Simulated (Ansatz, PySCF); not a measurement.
This PySCF input computes a r2SCAN/def2-TZVPD energy:

```python
from pyscf import gto, scf, dft

mol = gto.M(
    atom='''
    Te    0.02567394   -0.01476549    0.31479981
    F     0.61677838    1.22310707   -0.91040454
    F    -0.76511670   -1.13779537   -0.90843879
    ''',
    basis='def2-tzvpd',
    ecp='def2-tzvp',
    charge=1,
    spin=1,
    verbose=4,
)

mf = dft.UKS(mol, xc='r2scan').density_fit(auxbasis='def2-universal-jkfit')
mf.grids.level = 4
mf.conv_tol = 1e-9
mf.max_cycle = 100
mf.max_memory = 1500
mf.kernel()
if not mf.converged:
    mf = mf.newton()
    mf.kernel(mf.make_rdm1())
for _ in range(2):
    mo, _, stable, _ = mf.stability(return_status=True)
    if stable:
        break
    mf.kernel(mf.make_rdm1(mo, mf.mo_occ))
mf.analyze()
```

Question: Write an input for the same energy in Ansatz (an electronic-structure program) and say what it gives.

Answer: 
Ansatz 0.2 input:
```yaml
crystal:
  periodic: [false, false, false]
  atoms:
    - {symbol: Te, position_ang: [0.02567394, -0.01476549, 0.31479981]}
    - {symbol: F, position_ang: [0.61677838, 1.22310707, -0.91040454]}
    - {symbol: F, position_ang: [-0.76511670, -1.13779537, -0.90843879]}
basis:
  gaussian:
    orbitals: def2-TZVPD
hamiltonian:
  xc: {name: r2SCAN}
total_charge: 1
magnetization: {spin_polarized: true, initial_magnetization: 1}
output: {forces: true}
```
It gives -467.49351 Eh, and PySCF -467.49359 Eh, a difference of 0.08 mEh, from the treatment of integrals and grids.
